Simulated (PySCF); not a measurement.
Be(NMe2)(SeH) (C₂H₇BeNSe), SMILES [N](C)(C)[Be][SeH]. Atoms are numbered in the order given.

```xyz
12

Be    -0.2790    -0.0057     0.0000
N     -1.7811    -0.0022     0.0000
C     -2.5822     0.0025    -1.2099
C     -2.5822     0.0025     1.2099
H     -3.2431    -0.8847    -1.2651
H     -3.2295     0.8995    -1.2678
H     -1.9404    -0.0040    -2.1059
H     -3.2295     0.8995     1.2678
H     -3.2431    -0.8847     1.2651
H     -1.9404    -0.0040     2.1059
Se     1.7518    -0.0422     0.0000
H      1.8355     1.4236     0.0000
```

Geometry: ωB97X-D3(BJ)/def2-SVP. The structure was generated by enumeration; whether it is a known compound was not checked. One conformer was computed; it need not be the lowest.

Two levels are set side by side: PBE/pcSseg-1 (PySCF) and HF/pcSseg-1 (PySCF). GIAO shifts against Me2Se (⁷⁷Se), NH3 (¹⁵N), TMS (¹H), TMS (¹³C) at the same level; non-relativistic, no solvent, atoms listed together averaged. Differences are taken from unrounded values.

| quantity | HF | PBE | PBE minus HF |
|---|---|---|---|
| δ(¹⁵N) of N2 (ppm) | 48.6 | 89.5 | 40.9 |
| δ(¹³C) of C3, C4 (ppm) | 38.8 | 44.3 | 5.5 |
| δ(⁷⁷Se) of Se11 (ppm) | -463.1 | -632.0 | -168.9 |
| δ(¹H) of H12 (ppm) | 0.45 | 0.26 | -0.19 |

Rough cost on one machine, each run with all the roots and properties that it gave: HF against PBE within a factor of 2.
